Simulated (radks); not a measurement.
Charge is removed step by step from the 2s level of neutral fluorine, starting from [He] 2s2 2p5. All-electron calculation, non-relativistic Kohn-Sham, r2SCAN, spin-unpolarised, spherical densities, point nucleus; meta-GGA in the generalised Kohn-Sham scheme. Program: a radial shooting solver on a logarithmic mesh with Libxc functionals.

removed (e)	E - E(0) (eV)	eigenvalue (eV)	E minus straight line (eV)
0	0.000	-31.489	0.000
0.125	4.065	-33.553	-0.952
0.25	8.390	-35.665	-1.643
0.375	12.983	-37.823	-2.067
0.5	17.848	-40.024	-2.219
0.625	22.991	-42.266	-2.093
0.75	28.416	-44.547	-1.684
0.875	34.129	-46.865	-0.988
1	40.134	-49.218	0.000

Removing the whole electron costs 40.134 eV by Delta-SCF, against 31.489 eV from minus the eigenvalue at the starting occupation. Slater's transition state (half an electron removed) gives 40.024 eV. Integrating minus the eigenvalue over the occupation (Janak's theorem) gives 40.134 eV. The mean slope of the eigenvalue, de/dn, is 17.7 eV per electron.
